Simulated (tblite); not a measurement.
Species: C4H5NOS.
Bonds: C1–O2, O2–C3, C3–C4 (aromatic), C4–S5 (aromatic), S5–C6 (aromatic), C6–N7 (aromatic), C3–N7 (aromatic). Hydrogens: H8, H9, H10 on C1; H11 on C4; H12 on C6.

Computed with GFN2-xTB (tblite), gas phase: Langevin dynamics at 300 K from the optimised GFN2-xTB geometry, time step 0.5 fs, friction 0.01 fs⁻¹, 2000 steps.

Start geometry:
```
atom  x, y, z in Å
C1     -2.043   -0.213   -0.109
O2     -1.085    0.825   -0.196
C3      0.195    0.441   -0.053
C4      1.249    1.312   -0.107
S5      2.722    0.459    0.118
C6      1.806   -0.998    0.263
N7      0.533   -0.857    0.156
H8     -1.879   -0.960   -0.889
H9     -3.011    0.266   -0.244
H10    -1.998   -0.704    0.866
H11     1.227    2.370   -0.260
H12     2.284   -1.942    0.431
```

The statistics below take the 31 frames saved every 25 fs from 250 to 1000 fs; their kinetic temperature (all 3N coordinates) averages 287 K.

**Question.** Give the mean, spread and extremes of the bond lengths.

**Answer.** 
```
  bond  start (Å)  mean (Å)  standard deviation (Å)  shortest (Å)  longest (Å)
 C1–O2      1.415     1.425                   0.036         1.341        1.498
 O2–C3      1.343     1.343                   0.029         1.300        1.414
 C3–C4      1.369     1.375                   0.021         1.332        1.415
 C4–S5      1.717     1.726                   0.031         1.678        1.826
 S5–C6      1.727     1.735                   0.061         1.633        1.836
 C6–N7      1.285     1.285                   0.019         1.241        1.318
 C3–N7      1.358     1.357                   0.024         1.320        1.414
 C1–H8      1.093     1.092                   0.021         1.041        1.142
 C1–H9      1.088     1.092                   0.025         1.030        1.133
C1–H10      1.093     1.093                   0.019         1.059        1.143
C4–H11      1.069     1.078                   0.033         1.032        1.147
C6–H12      1.071     1.075                   0.030         1.015        1.146
```

**Question.** Give the same statistics for bond angles, one of each kind among heavy atoms.

**Answer.** 
```json
{"angle": "C1–O2–C3", "start (°)": "115.4", "mean (°)": "116.7", "standard deviation (°)": "3.6", "smallest (°)": "109.1", "largest (°)": "126.9"}
{"angle": "O2–C3–C4", "start (°)": "123.2", "mean (°)": "122.2", "standard deviation (°)": "3.1", "smallest (°)": "116.3", "largest (°)": "127.4"}
{"angle": "O2–C3–N7", "start (°)": "121.8", "mean (°)": "122.7", "standard deviation (°)": "3.9", "smallest (°)": "115.8", "largest (°)": "132.1"}
{"angle": "C4–C3–N7", "start (°)": "115.0", "mean (°)": "114.7", "standard deviation (°)": "2.8", "smallest (°)": "110.8", "largest (°)": "119.4"}
{"angle": "C3–C4–S5", "start (°)": "109.8", "mean (°)": "109.7", "standard deviation (°)": "1.8", "smallest (°)": "104.0", "largest (°)": "112.5"}
{"angle": "C4–S5–C6", "start (°)": "88.6", "mean (°)": "88.4", "standard deviation (°)": "2.0", "smallest (°)": "84.2", "largest (°)": "91.7"}
{"angle": "S5–C6–N7", "start (°)": "115.2", "mean (°)": "115.0", "standard deviation (°)": "1.8", "smallest (°)": "110.2", "largest (°)": "119.0"}
{"angle": "C3–N7–C6", "start (°)": "111.4", "mean (°)": "111.7", "standard deviation (°)": "2.8", "smallest (°)": "105.9", "largest (°)": "118.0"}
```

**Question.** How far does each atom move about its mean position (frames aligned on the start, all atoms weighted alike), and what rms force does it feel?

**Answer.** 
```csv
atom,rms displacement (Å),rms force (eV/Å)
C1,0.07,1.56
O2,0.23,1.69
C3,0.11,1.60
C4,0.07,1.53
S5,0.13,1.69
C6,0.10,1.78
N7,0.12,1.87
H8,0.74,0.78
H9,0.77,0.93
H10,0.75,0.77
H11,0.15,1.16
H12,0.18,1.12
```

The displacements run from 0.07 to 0.77 Å, the largest at H9.

**Question.** Follow the torsion C1–O2–C3–C4 through every second one of these frames.

**Answer.** 
```tsv
t (fs)	C1–O2–C3–C4 (°)
250	-178
300	172
350	157
400	163
450	174
500	-166
550	-177
600	168
650	164
700	166
750	-179
800	-157
850	-170
900	-165
950	-177
1000	180
```

Largest departure from the start value over all these frames: C1–O2–C3–C4 24° (start 180°).

**Question.** How widely does the potential energy scatter, against a harmonic estimate?

**Answer.** Mean 0.40 eV above the start, standard deviation 0.086 eV, range 0.19 to 0.60 eV. For 30 classical harmonic modes at 300 K the canonical values are 30kT/2 = 0.39 eV and kT·√(30/2) = 0.100 eV.

The run is classical and short, so these are rough statistics of one trajectory.

What follows is the cost of the whole dynamics run. The run took 9.3 s wall on one thread, Intel Xeon Platinum 8488C (x86_64), no GPU (shared host), and the process peaked at 0.18 GiB of memory.
